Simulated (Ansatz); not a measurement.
Li₃N₂⁻, relaxed as a singlet with RKS B3LYP-D4/def2-TZVPD in Ansatz, starting from the GFN2-xTB geometry. Force threshold 0.02 eV/Å.

The restricted singlet is unstable towards broken spin symmetry at other levels; at B3LYP-D4/def2-TZVPD this wasn't settled. The highest occupied level of the charge -1 singlet lies above zero (up to 0.68 eV). The electron is either unbound and held by the finite basis, or the level is raised by self-interaction error. The structure comes from a short search, and lower isomers may exist.

Start:

Cartesian coordinates in Å:
```
Li -0.884 -1.336 -1.453
Li 0.135 0.502 1.832
Li 1.168 1.468 0.318
N -0.735 0.078 -0.391
N 0.316 -0.711 -0.306
```

```json
{"step": "1", "energy (eV)": "-3594.1881", "largest force component (eV/Å)": "3.101", "SCF passes": "23"}
{"step": "2", "energy (eV)": "-3594.8585", "largest force component (eV/Å)": "1.337", "SCF passes": "27"}
{"step": "3", "energy (eV)": "-3595.0151", "largest force component (eV/Å)": "0.674", "SCF passes": "32"}
{"step": "4", "energy (eV)": "-3595.0620", "largest force component (eV/Å)": "0.139", "SCF passes": "36"}
{"step": "5", "energy (eV)": "-3595.0620", "largest force component (eV/Å)": "0.158", "SCF passes": "29"}
{"step": "6", "energy (eV)": "-3595.0647", "largest force component (eV/Å)": "0.163", "SCF passes": "29"}
{"step": "7", "energy (eV)": "-3595.0703", "largest force component (eV/Å)": "0.052", "SCF passes": "31"}
{"step": "8", "energy (eV)": "-3595.0724", "largest force component (eV/Å)": "0.085", "SCF passes": "32"}
{"step": "9 (rejected)", "energy (eV)": "-3595.0724", "largest force component (eV/Å)": "0.272", "SCF passes": "32"}
{"step": "10", "energy (eV)": "-3595.0771", "largest force component (eV/Å)": "0.106", "SCF passes": "29"}
{"step": "11", "energy (eV)": "-3595.0985", "largest force component (eV/Å)": "0.286", "SCF passes": "33"}
{"step": "12", "energy (eV)": "-3595.1667", "largest force component (eV/Å)": "0.986", "SCF passes": "32"}
{"step": "13", "energy (eV)": "-3595.2931", "largest force component (eV/Å)": "1.805", "SCF passes": "32"}
{"step": "14", "energy (eV)": "-3595.4900", "largest force component (eV/Å)": "2.589", "SCF passes": "31"}
{"step": "15", "energy (eV)": "-3595.6255", "largest force component (eV/Å)": "2.142", "SCF passes": "34"}
{"step": "16", "energy (eV)": "-3595.8182", "largest force component (eV/Å)": "0.876", "SCF passes": "31"}
{"step": "17", "energy (eV)": "-3595.9091", "largest force component (eV/Å)": "0.595", "SCF passes": "34"}
{"step": "18", "energy (eV)": "-3595.9281", "largest force component (eV/Å)": "0.051", "SCF passes": "31"}
{"step": "19", "energy (eV)": "-3595.9297", "largest force component (eV/Å)": "0.012", "SCF passes": "25"}
```

Force components are those of the run's own axes.

End:

Cartesian coordinates in Å:
```
Li -0.921 -1.361 -0.824
Li -0.744 0.086 1.765
Li 1.279 1.321 -0.028
N -0.047 0.005 0.111
N 0.432 -0.051 -1.024
```

By distances, no bond broke or formed, bridged metal pairs apart. The bond that changes most is Li2–N4, from 2.43 to 1.80 Å (atoms count from 1). A close non-bonded pair moves further: Li2–Li3, from 2.07 to 2.97 Å. Metal–metal contacts that move far: Li2–Li3 2.07 to 2.97 Å.

No frequencies were taken in this run, so the end may be a saddle point.

It took 16 s on 4 threads of Arm Neoverse V2 on a shared host.
